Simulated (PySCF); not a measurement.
Species: C₇H₅FO₂.
Cartesian coordinates in Å at the GFN2-xTB level; atoms count from 1:
```xyz
15
C7H5FO2 angstrom
O      2.5441   -1.5385   -0.1429
C      2.0530   -0.4426   -0.2476
O      2.8022    0.6616   -0.3901
C      0.5979   -0.1699   -0.2343
C     -0.2749   -1.2474   -0.0885
C     -1.6393   -1.0409   -0.0700
C     -2.1143    0.2537   -0.2008
F     -3.4428    0.4641   -0.1852
C     -1.2680    1.3403   -0.3472
C      0.0959    1.1233   -0.3629
H      3.7416    0.4195   -0.3912
H      0.1384   -2.2393    0.0097
H     -2.3336   -1.8581    0.0431
H     -1.6823    2.3311   -0.4457
H      0.7778    1.9510   -0.4740
```

Computed with TDDFT PBE0/def2-SVPD, vertical, gas phase, core orbitals frozen in the response in PySCF.

Ground-to-excited transition dipoles (e·a0, same axes as the geometry; the sign carries no meaning), for the states with f of 0.002 or more among the lowest 7:

```csv
state,E (eV),μx,μy,μz
S2,5.201,-0.059,-0.130,0.016
S3,5.510,1.346,-0.237,-0.014
S5,6.456,-0.084,-1.133,0.128
S6,6.893,-1.764,0.427,0.005
S7,7.084,0.362,0.507,-0.066
```

(1) What oscillator strength does each state have?

(2) The point group is Cs. Which irreducible representation does each state belong to?

(3) What angle do the transition dipoles of S6 and S7 make?

(4) How is the summed strength of these states shared among x, y and z?

(5) What peak molar absorption coefficient would the strongest computed level give as a lone Gaussian band 0.5 eV wide at half height?

Results:

(1) f = (2/3) ΔE |μ|² with ΔE in hartree (27.2114 eV).

```
state  |μ|² (au)  |μ| (D)      f
   S2      0.021     0.36  0.003
   S3      1.869     3.48  0.252
   S5      1.306     2.91  0.207
   S6      3.292     4.61  0.556
   S7      0.392     1.59  0.068
```

(2) From a totally symmetric ground state, an allowed state transforms like the component of the dipole operator along its μ. Polarised in the mirror plane, so A′: S2, S3, S5, S6 and S7.

(3) |cos θ| = |μa·μb| / (|μa| |μb|) = 0.37, so θ ≈ 68° (taken between 0 and 90°, since the signs are arbitrary).

(4) (2/3) Σ ΔE μα² gives 0.794 for x, 0.288 for y and 0.003 for z, 1.086 in all.

(5) ε(max) = 2.175×10⁸ f / FWHM, with the width in cm⁻¹. S6: 2.175×10⁸ × 0.5560 / 4033 ≈ 30000 L mol⁻¹ cm⁻¹.

One conformer stands for the species.
